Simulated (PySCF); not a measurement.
Compound: C₆H₁₃BO₂.
Geometry (PBE0-D3(BJ)/def2-SVP, Å), atoms numbered from 1 in this order:
```
atom  x, y, z in Å
C1    -2.2930   -0.8367    1.2676
C2    -2.2133    0.0273    0.2527
C3    -3.2959    1.0048   -0.0909
C4    -1.0104    0.0943   -0.6451
O5    -0.0243   -0.8377   -0.2926
B6     1.2973   -0.5219   -0.2214
C7     2.3238   -1.6352    0.2076
O8     1.6600    0.7593   -0.5244
C9     2.9842    1.2068   -0.4591
H10   -1.4756   -1.5304    1.4731
H11   -3.1759   -0.8707    1.9114
H12   -2.9310    2.0437   -0.0188
H13   -3.6439    0.8656   -1.1287
H14   -4.1616    0.8992    0.5769
H15   -1.3324   -0.1013   -1.6862
H16   -0.6015    1.1204   -0.6354
H17    3.1134   -1.7689   -0.5502
H18    2.8382   -1.3580    1.1433
H19    1.8261   -2.6017    0.3642
H20    2.9981    2.2867   -0.6666
H21    3.6241    0.7060   -1.2059
H22    3.4293    1.0431    0.5371
```

Method: TDDFT wB97X-D/def2-SVPD, vertical, gas phase, core orbitals frozen in the response in PySCF.

Transition dipole moments from the ground state, in atomic units and in the frame of the coordinates above (overall signs are arbitrary), for the states with f of 0.002 or more among the lowest 8:

```json
{"state": "S1", "E (eV)": "7.012", "μx": "0.132", "μy": "0.147", "μz": "0.127"}
{"state": "S2", "E (eV)": "7.249", "μx": "-0.196", "μy": "-0.928", "μz": "1.132"}
{"state": "S3", "E (eV)": "7.848", "μx": "0.103", "μy": "0.155", "μz": "0.016"}
{"state": "S4", "E (eV)": "7.979", "μx": "-0.293", "μy": "-0.224", "μz": "-0.097"}
{"state": "S6", "E (eV)": "8.080", "μx": "-0.106", "μy": "-0.208", "μz": "-0.268"}
{"state": "S7", "E (eV)": "8.318", "μx": "0.256", "μy": "0.014", "μz": "0.057"}
{"state": "S8", "E (eV)": "8.348", "μx": "0.052", "μy": "0.168", "μz": "-0.083"}
```

(1) Work out the oscillator strengths.

(2) Which bond between heavy atoms lies closest to the direction of the S2 transition dipole?

(3) What angle do the transition dipoles of S2 and S4 make?

(4) What peak molar absorption coefficient would the strongest computed level give as a lone Gaussian band 0.5 eV wide at half height?

## Answers

(1) f = (2/3) ΔE |μ|² with ΔE in hartree (27.2114 eV).

| state | \|μ\|² (au) | \|μ\| (D) | f |
| --- | --- | --- | --- |
| S1 | 0.055 | 0.60 | 0.009 |
| S2 | 2.181 | 3.75 | 0.387 |
| S3 | 0.035 | 0.48 | 0.007 |
| S4 | 0.145 | 0.97 | 0.028 |
| S6 | 0.126 | 0.90 | 0.025 |
| S7 | 0.069 | 0.67 | 0.014 |
| S8 | 0.038 | 0.49 | 0.008 |

(2) C1–C2, at 4° from it; next B6–O8 at 37°.

(3) |cos θ| = |μa·μb| / (|μa| |μb|) = 0.28, so θ ≈ 74° (taken between 0 and 90°, since the signs are arbitrary).

(4) ε(max) = 2.175×10⁸ f / FWHM, with the width in cm⁻¹. S2: 2.175×10⁸ × 0.3874 / 4033 ≈ 21000 L mol⁻¹ cm⁻¹.

The vertical ionisation energy (ΔSCF) is 9.04 eV, 0.69 eV above S8.

One conformer stands for the species.
